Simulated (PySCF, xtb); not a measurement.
C3H8O2Si, SMILES C[C@@H](C=O)[SiH2]O. One conformer was computed; it need not be the lowest.

Harmonic wavenumbers (cm⁻¹) from GFN2-xTB run with xtb at its own minimum, in rising order: 52, 91, 170, 200, 218, 264, 283, 335, 508, 550, 604, 657, 723, 791, 804, 897, 907, 954, 1008, 1116, 1140, 1147, 1285, 1398, 1415, 1500, 1506, 1753, 2253, 2325, 2724, 2956, 3010, 3025, 3048, 3672.

Task: What does PBE-D3(BJ)/def2-SVP (PySCF) give at its own minimum? (Estimate from the structure and the level; the computed values follow.)

Result: 55, 74, 146, 168, 185, 225, 254, 332, 521, 561, 652, 696, 761, 820, 880, 907, 945, 951, 978, 1064, 1100, 1125, 1245, 1340, 1364, 1418, 1426, 1773, 2135, 2169, 2744, 2969, 2993, 3050, 3079, 3771. Paired by order, the mean absolute difference is 40 cm⁻¹ and the zero-point energies are 64.7 and 64.2 kcal/mol.
